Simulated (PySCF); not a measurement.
# Dipole response of Cu²⁺ (copper, charge +2)

[Ar] 3d8 4s1, high-spin 4F determinant (an excited configuration). All numbers are calculated (PySCF 2.14, scalar relativity through the core potential, in aug-cc-pVTZ-PP with one added diffuse shell each of s, p, d, f, g type with ECP10MDF (7s7p6d4f3g, 113 functions)). Coupled (time-dependent) response in atomic units; α is the mean over directions.

| method | mean α (bohr³) | C₆ (like pair) | S(−4) |
| --- | --- | --- | --- |
| wB97X | 12.10 | 40.62 | 127.4 |

S(−4) is the Cauchy moment in α(ω) = α(0) + S(−4) ω² + …

α(iu) at wB97X:

| u (hartree) | α(iu) (bohr³) |
| --- | --- |
| 0 | 12.10 |
| 0.0500 | 11.79 |
| 0.100 | 10.96 |
| 0.200 | 8.677 |
| 0.300 | 6.631 |
| 0.500 | 4.156 |
| 0.750 | 2.745 |
| 1.00 | 2.044 |
| 1.50 | 1.352 |
| 2.00 | 1.003 |
| 3.00 | 0.6390 |
| 5.00 | 0.3360 |

For an ion, C₆ is the dispersion term alone; charge-induced terms of lower order in 1/R come first.

Energies and moments cover only the electrons outside the core potential.
